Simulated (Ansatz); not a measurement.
Species: SiH3S, charge 0, doublet. SiH3S (SMILES [SiH3][S], doublet).
B3LYP-D3(BJ)/def2-TZVP minimum from Ansatz (a quantum-chemistry and plane-wave program):
```
Si
H 1 1.4801
H 1 1.4801 2 109.34
H 1 1.4849 2 109.69 3 -120.32
S 1 2.1316 2 112.07 3 124.88
```
Charge 0, spin multiplicity 2.

Total energies in cc-pV(D+d)Z, 13 correlated electrons, 10 frozen orbitals. Radicals and triplets start from unrestricted determinants; spin-orbit coupling is neglected. Correlated methods leave the cores frozen. No relativity.

```json
[
 {"method": "HF", "program": "Ansatz", "energy (Eh)": "-688.21569", "minus CCSDT(Q) (mEh)": "259.02"},
 {"method": "MP2", "program": "Ansatz", "energy (Eh)": "-688.42540", "minus CCSDT(Q) (mEh)": "49.32"},
 {"method": "CCSD", "program": "Ansatz", "energy (Eh)": "-688.46737", "minus CCSDT(Q) (mEh)": "7.34"},
 {"method": "CCSD(T)", "program": "Ansatz", "energy (Eh)": "-688.47329", "minus CCSDT(Q) (mEh)": "1.43"},
 {"method": "CCSDT(Q)", "program": "Ansatz", "energy (Eh)": "-688.47471", "minus CCSDT(Q) (mEh)": "0.00"}
]
```

Rough core times of Ansatz's runs on a shared machine: CCSD(T) under 20 s, CCSDT(Q) 60 s.
